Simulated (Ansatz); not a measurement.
Geometry optimisation, RKS PBE-D4/def2-SVP in Ansatz 0.2.0.

Input:

```yaml
crystal:
  periodic: [false, false, false]
  atoms:
    - { symbol: C, position_ang: [-0.2634, -1.9304, -1.558] }
    - { symbol: Al, position_ang: [-0.6126, -1.3239, 0.3139] }
    - { symbol: C, position_ang: [-0.0815, 0.5224, 0.8827] }
    - { symbol: C, position_ang: [1.5373, 0.6979, 0.7266] }
    - { symbol: C, position_ang: [-0.8133, 1.5753, 0.0852] }
    - { symbol: F, position_ang: [-0.5079, 2.8626, 0.5725] }
    - { symbol: H, position_ang: [-0.6529, -2.9206, -1.7047] }
    - { symbol: H, position_ang: [-0.8233, -1.185, -2.2554] }
    - { symbol: H, position_ang: [0.7765, -1.8247, -1.7576] }
    - { symbol: H, position_ang: [-1.2848, -2.3201, 1.381] }
    - { symbol: H, position_ang: [-0.3171, 0.6173, 1.9943] }
    - { symbol: H, position_ang: [2.0199, -0.075, 1.3404] }
    - { symbol: H, position_ang: [1.7335, 1.7122, 1.0816] }
    - { symbol: H, position_ang: [1.729, 0.5996, -0.3203] }
    - { symbol: H, position_ang: [-0.5596, 1.5097, -0.9729] }
    - { symbol: H, position_ang: [-1.9027, 1.46, 0.235] }
basis:
  gaussian: { orbitals: def2-SVP }
hamiltonian:
  xc: pbe
  dispersion: d4
relax:
  f_tol: 0.015
  max_steps: 40
```

Run as:

```bash
$ ansatz run input.yaml --threads 2 --pin off --max-ram 3072MiB --backend cpu --events-out ev --progress --plain --runs-dir out
```

Q: Where does it end, and by what steps?

A: The forces met the threshold. The force dipped under the threshold on the way, but the program's further checks kept it going. After 35 steps the energy has fallen by 0.396 eV; H10 moved furthest, 2.08 Å.

```csv
step,energy less start (eV),largest force component (eV/Å),accepted
0,0.0000,2.991,yes
2,-0.3573,0.523,yes
4,-0.3672,0.045,yes
6,-0.3694,0.125,yes
8,-0.3737,0.149,yes
10,-0.3811,0.094,yes
12,-0.3849,0.074,yes
14,-0.3876,0.049,yes
16,-0.3891,0.057,yes
18,-0.3901,0.095,no
20,-0.3913,0.092,yes
22,-0.3925,0.052,yes
24,-0.3934,0.053,yes
26,-0.3944,0.032,yes
28,-0.3942,0.080,no
30,-0.3956,0.038,yes
32,-0.3959,0.026,yes
34,-0.3961,0.006,yes
35,-0.3961,0.009,yes
```

```xyz
16
Properties=species:S:1:pos:R:3
C -1.021 -1.895 -1.563
Al -0.029 -1.404 0.064
C 0.039 0.478 0.714
C 1.369 0.843 1.401
C -0.379 1.502 -0.321
F -0.500 2.780 0.239
H -1.177 -2.988 -1.669
H -2.015 -1.400 -1.610
H -0.468 -1.555 -2.468
H 0.737 -2.505 0.949
H -0.762 0.472 1.499
H 1.639 0.120 2.197
H 1.316 1.851 1.861
H 2.212 0.862 0.675
H 0.375 1.574 -1.142
H -1.360 1.244 -0.782
```

Whether the end is a true minimum wasn't checked by a vibrational analysis.

The run took 2.4 min on 2 threads of Intel(R) Xeon(R) Platinum 8375C CPU @ 2.90GHz (Ice Lake) (shared host), peak memory 0.2 GiB.
